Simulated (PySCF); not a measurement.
C2H5BO3.
InChI=1S/C2H5BO3/c4-3-5-1-2-6-3/h4H,1-2H2

Torsions of this conformer, `[OH:1][B:2]1[O:3][CH2:4][CH2:5][O:6]1`: H–O1–B2–O3 1°.

The closed-shell ground state was solved at several levels (PySCF, density fitting, gas phase, non-relativistic). Isolated species at its PBE0-D3(BJ)/def2-SVP geometry (one conformer only).

```json
{"level": "mPW1PW91/pcSseg-2", "basis functions": "286", "total energy (Eh)": "-329.9355", "HOMO (eV)": "-8.05", "LUMO (eV)": "0.42", "gap (eV)": "8.47", "dipole (D)": "2.39"}
{"level": "B3LYP/pcJ-1", "basis functions": "212", "total energy (Eh)": "-329.8980", "HOMO (eV)": "-7.73", "LUMO (eV)": "0.93", "gap (eV)": "8.66", "dipole (D)": "2.58"}
{"level": "CAM-B3LYP/pcSseg-2", "basis functions": "286", "total energy (Eh)": "-329.8985", "HOMO (eV)": "-9.49", "LUMO (eV)": "1.10", "gap (eV)": "10.59", "dipole (D)": "2.51"}
{"level": "KT3/pcSseg-2", "basis functions": "286", "total energy (Eh)": "-334.6963", "HOMO (eV)": "-6.63", "LUMO (eV)": "-0.54", "gap (eV)": "6.09", "dipole (D)": "2.19"}
{"level": "B97-2/pcSseg-2", "basis functions": "286", "total energy (Eh)": "-329.8997", "HOMO (eV)": "-7.74", "LUMO (eV)": "0.47", "gap (eV)": "8.21", "dipole (D)": "2.36"}
{"level": "PBE0/def2-TZVP", "basis functions": "216", "total energy (Eh)": "-329.6513", "HOMO (eV)": "-7.97", "LUMO (eV)": "0.68", "gap (eV)": "8.65", "dipole (D)": "2.34"}
{"level": "B3LYP/pcSseg-2", "basis functions": "286", "total energy (Eh)": "-330.0295", "HOMO (eV)": "-7.79", "LUMO (eV)": "0.09", "gap (eV)": "7.88", "dipole (D)": "2.41"}
```

(1) What might PBE0/6-311+G(2d,p) (192 basis functions) give for the same quantities?

(2) Over all these levels, which gives the widest orbital gap and which the narrowest?

(3) In the pcSseg-2 basis, how does the gap go with the fixed share of exact exchange?

(4) How far do the dipole and the HOMO energy spread over the levels?

## Answers

(1) Total energy -329.6226 Eh, HOMO -8.01 eV, LUMO 0.01 eV, gap 8.02 eV, dipole 2.41 D.

(2) CAM-B3LYP/pcSseg-2 (range-separated hybrid) has the widest, 10.59 eV, and KT3/pcSseg-2 (GGA) the narrowest, 6.09 eV. The two share the basis. From the narrowest to the widest the HOMO moves by -2.86 eV and the LUMO by +1.64 eV.

(3) KT3 (0 %) 6.09 eV; B3LYP (20 %) 7.88 eV; B97-2 (21 %) 8.21 eV; mPW1PW91 (25 %) 8.47 eV. Each rise in the share widens the gap here.

(4) The dipole runs from 2.19 to 2.58 D (mean 2.40 D) and the HOMO from -9.49 to -6.63 eV.
